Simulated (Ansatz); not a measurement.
(ClBe-mu-Cl)2 (Be2Cl4). The state is a singlet with charge 0. Geometry relaxed at PBE0-D4/def2-SVP.

```xyz
6

Be   -0.646   -1.142   -0.073
Cl   -1.546   -2.739   -0.174
Cl    0.089    0.048   -1.543
Be    0.645    1.143    0.073
Cl    1.549    2.737    0.174
Cl   -0.092   -0.047    1.543
```

(1) Estimate the harmonic wavenumbers at RKS PBE0-D4/def2-SVP (Ansatz, unscaled). Is this a minimum?

## Answers

(1) 29, 111, 169, 195, 225, 297, 313, 351, 439, 660, 906, 971 cm⁻¹. Yes, no mode is imaginary beyond noise. Zero-point energy 27.9 kJ/mol. It took 24 s on 4 threads of Intel Xeon on a shared host.
